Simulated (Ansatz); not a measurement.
The cluster Li3Al5⁺, relaxed as a doublet with UKS PBE-D4/def2-SVP in Ansatz, starting from the GFN1-xTB geometry. Force threshold 0.02 eV/Å.

The structure comes from a short search, and lower isomers may exist.

Start:

Cartesian coordinates in Å:
```
Li 0.994 1.657 -2.660
Li 0.328 -0.556 -1.838
Li 1.584 1.012 -0.360
Al -1.949 -0.722 0.528
Al 1.045 -1.096 2.237
Al -1.096 1.546 -0.740
Al -0.230 -2.621 0.578
Al -0.677 0.781 2.256
```

Question: Estimate the energy that the relaxation releases and the steps that it takes.

Answer: 210.9 kJ/mol, in 24 steps; 3 min on 4 threads of Intel Xeon on a shared host. No frequencies were taken in this run, so the end may be a saddle point.

Question: Does the start keep its bonding and symmetry?

Answer: Bonds lost: Li1–Li2, Li1–Li3, Li2–Li3 (atoms count from 1). Bonds formed: Li1–Al8, Li2–Al4, Li2–Al7, Li3–Al7, Al4–Al5, Al6–Al8 (atoms count from 1). The end is the same structure that another start reached.

Question: Predict the relaxed structure.

Answer: 
```xyz
8

Li    0.586    3.284   -1.069
Li   -1.015   -2.181   -1.882
Li    1.941   -0.008   -0.105
Al   -1.461   -0.730    0.393
Al    0.325   -0.411    2.404
Al   -0.575    0.782   -1.439
Al    0.515   -2.367    0.675
Al   -0.315    1.631    1.023
```
Bond lengths (bridged metal pairs left out): 7 × Al–Al 2.54 to 2.71 Å; 6 × Al–Li 2.74 to 2.99 Å.
